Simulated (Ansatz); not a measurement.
A nudged elastic band was laid between two geometries of GeH2OS (5 atoms, charge 0, multiplicity 1).

These are results of RKS r2SCANh/def2-SVPD in Ansatz, not measurements.

```yaml
movable_images: 7
climbing_image: yes
spring: 5.0 eV/Å²
optimiser: quadratic models (default)
start_path: through a guess of the saddle point
force_threshold: 0.05 eV/Å
iteration_limit: 60
end_points: relaxed
```

Initial state:

```xyz
5
Properties=species:S:1:pos:R:3
O -1.343 -1.004 0.403
Ge -0.909 0.637 -0.166
S 1.342 0.340 -0.208
H -0.639 -1.641 0.567
H 1.600 1.594 -0.637
```

Final state:

```xyz
5
Properties=species:S:1:pos:R:3
O -1.185 -0.473 0.218
Ge 0.306 0.392 -0.161
S 2.174 -0.374 -0.027
H -1.033 -1.381 0.507
H -0.212 1.762 -0.579
```

(1) Which bonds break or form, and what moves?

(2) What energy profile does the band end with?

(3) What is the geometry of the highest image?

(4) What are the harmonic wavenumbers there?

The band took 17 iterations and roughly 11 core-minutes.

## Answers

(1) Bonds broken: S3–H5. Bonds formed: Ge2–H5.

(2) The run converged. The highest image is number 4 of 0 to 8, 2.51 eV above the first end and 2.00 eV above the last; the last end lies 0.50 eV above the first. A vibrational analysis at the climbing image gives one clearly imaginary mode, 1159i cm⁻¹: a first-order saddle point. The orbitals stay closed-shell, which can raise the energy where a bond breaks towards radicals; this wasn't checked here.

| image | path coordinate (Å) | energy (eV) | S3–H5 (Å) | Ge2–H5 (Å) |
| --- | --- | --- | --- | --- |
| 0 | 0.00 | 0.00 | 1.35 | 2.73 |
| 1 | 0.44 | 0.09 | 1.35 | 2.58 |
| 2 | 0.88 | 0.38 | 1.36 | 2.27 |
| 3 | 1.32 | 1.37 | 1.57 | 1.82 |
| 4 | 1.76 | 2.51 | 2.06 | 1.60 |
| 5 | 2.09 | 2.03 | 2.42 | 1.53 |
| 6 | 2.43 | 1.23 | 2.75 | 1.51 |
| 7 | 2.76 | 0.68 | 3.04 | 1.51 |
| 8 | 3.10 | 0.50 | 3.25 | 1.52 |

(3) 
```xyz
5
Properties=species:S:1:pos:R:3
O -1.312 -0.693 0.375
Ge -0.124 0.637 0.337
S 1.851 0.051 -0.209
H -0.885 -1.559 0.313
H 0.520 1.490 -0.857
```

(4) 1159i, 171, 293, 408, 495, 672, 869, 1855, 3816 cm⁻¹.

Time of the run: 5.8 min on 2 threads of Arm Neoverse V2 (shared host), peak memory 0.27 GiB.
